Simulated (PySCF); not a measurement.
O²⁺ (oxygen, charge +2): UHF calculation

Configuration: [He] 2s2 2p2, high-spin 3P determinant. Computed with PySCF 2.14 in x2c-QZVPPall, with the spin-free X2C one-electron Hamiltonian (Gaussian nucleus).

* Total energy: -73.159140 hartree
* One-electron energy: -92.6992 hartree
* Hartree (Coulomb) energy: 26.8924 hartree
* Exchange energy: -7.3524 hartree
* ⟨S²⟩: 2.0048
* ⟨L²⟩: 2.008
* Sum of ⟨r⟩: 4.430 bohr
* Sum of ⟨r²⟩: 5.036 bohr²
* Traceless quadrupole moment −½Σ⟨3z² − r²⟩ along its main axis: 0.480 e·bohr²
* Langevin diamagnetic susceptibility: -3.99 ×10⁻⁶ cm³/mol

```tsv
shell	electrons	mean orbital energy (eV)	rms radius, mean of both spins (bohr)
1s α	1	-607.55	0.230
1s β	1	-604.70	0.230
2s α	1	-72.807	1.13
2s β	1	-62.403	1.13
2p α	2	-55.794	1.09
```

Spin-orbit constants ζ (cm⁻¹) from the X2C one-electron operator on these orbitals: bare nucleus, nucleus screened by l(l+1)(2l+1)/3 electrons, and screened by the Breit-Pauli mean field of the electrons.

| shell | bare | screened nucleus | mean field |
| --- | --- | --- | --- |
| 2p | 338.9 | 254.2 | 222.6 |

To first order the Landé constant is A = 111.3 cm⁻¹, so the lowest level has J = 0 and lies 0.0276 eV below the centre of the term. This holds in LS coupling only.
